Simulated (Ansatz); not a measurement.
## Cost against result

Saddle point of TiHOF$_{3}$, singlet (TiHOF₃ ([OH][Ti]([F])([F])[F]) → TiOF₂ ([O][Ti]([F])[F]) + HF (still joined by a long Ti–F bond); bonds formed: F2–H4; bonds broken: O3–H4; bonds weakened to dative contacts: Ti1–F2), PBE0-D4/def2-TZVP structure:

Ti1  (-0.080, 0.463, 0.195)
F2  (-0.727, -1.461, -0.223)
O3  (1.210, -0.219, -0.564)
H4  (0.243, -1.327, -0.566)
F5  (-0.855, 1.741, -0.748)
F6  (0.210, 0.804, 1.905)
(Å)

Barriers are electronic and count from the start structure reached by relaxing down the imaginary mode.

Program: Ansatz 0.2.0. Basis: as named in each row. Cores are frozen in the correlated methods. B3LYP uses VWN-RPA correlation. Extrapolation: Hartree–Fock as exp(−7.88 √X), correlation as X^−2.97.

Times are rough, for one single point on 4 threads of a shared host (Arm Neoverse V2).

The estimate by CCSD(T) at an estimated basis limit (MP2 extrapolated from triple and quadruple zeta, plus CCSD(T) − MP2 in triple zeta) is 43.71 kcal/mol.

```
      method       basis  time (s)  barrier (kcal/mol)  method less estimate
          HF      STO-3G   under 1              102.69                 58.98
      PBE-D4      STO-3G   under 1               71.61                 27.89
       SPW92    def2-SVP   under 1               40.27                 -3.44
      PBE-D4    def2-SVP   under 1               41.67                 -2.04
    B3LYP-D4       6-31G         1               53.09                  9.38
       SPW92  def2-TZVPP         1               41.54                 -2.18
     PBE0-D4    def2-SVP         1               44.94                  1.22
      PBE-D4  def2-TZVPP         2               43.26                 -0.45
     BLYP-D4  def2-TZVPP         2               45.31                  1.60
    B3LYP-D4  def2-TZVPP         2               47.97                  4.26
     PBE0-D4  def2-TZVPP         3               46.81                  3.10
    BHLYP-D4  def2-TZVPP         3               53.13                  9.42
CAM-B3LYP-D4  def2-TZVPP         3               48.84                  5.13
   r2SCAN-D4  def2-TZVPP         4               46.60                  2.89
  r2SCAN0-D4  def2-TZVPP         4               48.92                  5.21
     wB97M-V    def2-SVP         6               45.57                  1.86
    PBE-QIDH  def2-TZVPP         6               43.62                 -0.09
  RPA on PBE  def2-TZVPP         6               43.26                 -0.45
     CCSD(T)    def2-SVP         6               42.31                 -1.41
      B97M-V  def2-TZVPP         6               49.89                  6.17
      B2PLYP  def2-TZVPP         6               42.74                 -0.97
     wB97X-V  def2-TZVPP         7               48.27                  4.56
     wB97M-V  def2-TZVPP         8               47.71                  4.00
         MP2  def2-QZVPP        13               36.02                 -7.69
     CCSD(T)  def2-TZVPP       150               43.47                 -0.24
```

All methods are single points on the PBE0-D4 structures.

The T1 diagnostic stays at or below 0.026. The T1 diagnostic is large here, which may signal multireference character or strong orbital relaxation, so CCSD(T) is less sure.

Labels in which every atom is bracketed show which atoms are joined, not bond orders.
